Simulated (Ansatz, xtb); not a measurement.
**Relative energies of C2H8OSi2 isomers**

2 of its isomers, all singlets with charge 0: A = `C=C[SiH2]O[SiH3]`; B = `C=C[SiH2][SiH2]O`.

Shapes, held fixed at every level: PBE0-D4/def2-TZVP. Flexible molecules stand in one conformer, not always the lowest. Programs: Ansatz 0.2.0, xtb 6.7.1.

Electronic energies in kJ/mol, without zero-point or thermal terms.

```
               level                    kind   B − A
            GFN1-xTB          semi-empirical  +264.5
       HF/def2-TZVPP            Hartree–Fock  +149.1
 B3LYP-D4/def2-TZVPP           global hybrid  +120.4
 BHLYP-D4/def2-TZVPP           global hybrid  +133.5
  wB97M-V/def2-TZVPP  range-separated hybrid  +123.1
        MP2/def2-SVP     perturbation theory  +125.3
       CCSD/def2-SVP   coupled cluster or CI  +122.7
     CCSD/def2-TZVPP   coupled cluster or CI  +125.3
CCSD(T)/CBS estimate   coupled cluster or CI  +120.8
```

The highest level, CCSD(T)/CBS estimate, puts A lowest of these. All levels agree on that. The B − A difference spans +120.4 to +264.5 kJ/mol over the levels. The CBS estimate extrapolates MP2 from def2-TZVPP and def2-QZVPP and adds CCSD(T) − MP2 in the triple-zeta set, cores frozen. GFN1-xTB strays far from the other rows.
